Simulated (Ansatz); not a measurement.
Two structures of CH$_{6}$GeS, singlet, reached by relaxing down either side of one saddle point (PBE0-D4/def2-TZVP). Energies are electronic, without zero-point energy. Computed with Ansatz 0.2.0 (basis: def2-TZVPP and def2-QZVPP); correlated methods freeze the cores. Filled d shells of the heavier atoms are correlated. The def2 sets are not built for correlating such inner shells, so the correlated values are less sure here. Extrapolation: Hartree–Fock as exp(−7.88 √X), correlation as X^−2.97. First:

```xyz
9
angstrom
Ge -0.0920 0.7574 -0.3378
S 2.0667 0.6032 -0.8782
C -0.7534 -0.9412 0.3496
H -0.5976 -1.7252 -0.3916
H -0.7776 1.1437 -1.6579
H -0.2801 1.8798 0.7001
H 2.4729 0.3585 0.3784
H -0.2199 -1.2088 1.2625
H -1.8191 -0.8673 0.5748
```

Second:

```json
{"atom": "Ge1", "x (Å)": "-0.7953", "y (Å)": "0.8434", "z (Å)": "0.0244"}
{"atom": "S2", "x (Å)": "2.3607", "y (Å)": "0.0473", "z (Å)": "-1.1132"}
{"atom": "C3", "x (Å)": "-1.4865", "y (Å)": "-0.6447", "z (Å)": "0.6898"}
{"atom": "H4", "x (Å)": "1.6743", "y (Å)": "-1.1041", "z (Å)": "-1.0471"}
{"atom": "H5", "x (Å)": "-1.0175", "y (Å)": "1.2788", "z (Å)": "-1.4208"}
{"atom": "H6", "x (Å)": "-0.0358", "y (Å)": "1.8497", "z (Å)": "0.8849"}
{"atom": "H7", "x (Å)": "2.6869", "y (Å)": "-0.0164", "z (Å)": "0.1868"}
{"atom": "H8", "x (Å)": "-1.3398", "y (Å)": "-0.9216", "z (Å)": "1.7256"}
{"atom": "H9", "x (Å)": "-2.0468", "y (Å)": "-1.3323", "z (Å)": "0.0695"}
```

(1) Which bonds change from the first to the second?

(2) Give the saddle point's structure and its height above each. (An estimate is asked for; the value comes from the calculation.)

The T1 diagnostic stays at or below 0.016. The restricted Hartree–Fock reference is unstable towards an unrestricted one at one or more of these structures.

Answers

(1) CH₆GeS ([CH3][GeH2][SH]) → CH₄Ge ([CH2][GeH2]) + H₂S; bonds formed: S2–H4; bonds broken: Ge1–S2, C3–H4.

(2) Computed: 76.45 kcal/mol above the first and 16.02 kcal/mol above the second (CCSD(T) at an estimated basis limit (MP2 extrapolated from triple and quadruple zeta, plus CCSD(T) − MP2 in triple zeta)).
```json
{"atom": "Ge1", "x (Å)": "-0.5605", "y (Å)": "0.8840", "z (Å)": "-0.0848"}
{"atom": "S2", "x (Å)": "1.8049", "y (Å)": "-0.1570", "z (Å)": "-0.9894"}
{"atom": "C3", "x (Å)": "-0.9202", "y (Å)": "-0.8179", "z (Å)": "0.4459"}
{"atom": "H4", "x (Å)": "0.6920", "y (Å)": "-0.9115", "z (Å)": "-0.3309"}
{"atom": "H5", "x (Å)": "-0.9787", "y (Å)": "1.4476", "z (Å)": "-1.4459"}
{"atom": "H6", "x (Å)": "0.0820", "y (Å)": "1.9343", "z (Å)": "0.8274"}
{"atom": "H7", "x (Å)": "2.3751", "y (Å)": "0.0710", "z (Å)": "0.2043"}
{"atom": "H8", "x (Å)": "-0.8600", "y (Å)": "-1.0534", "z (Å)": "1.5026"}
{"atom": "H9", "x (Å)": "-1.6346", "y (Å)": "-1.3970", "z (Å)": "-0.1293"}
```

Labels in which every atom is bracketed show which atoms are joined, not bond orders.

For scale, one of the runs: CCSD(T)/def2-TZVPP, 205 basis functions, launched by `ansatz run in.yaml --threads 4 --pin off --events-out ev --progress --plain --max-ram 9574MiB`. Hardware: 4 CPU threads of an Arm Neoverse V2, shared host. Wall time 49 s; peak host memory 2.5 GiB.
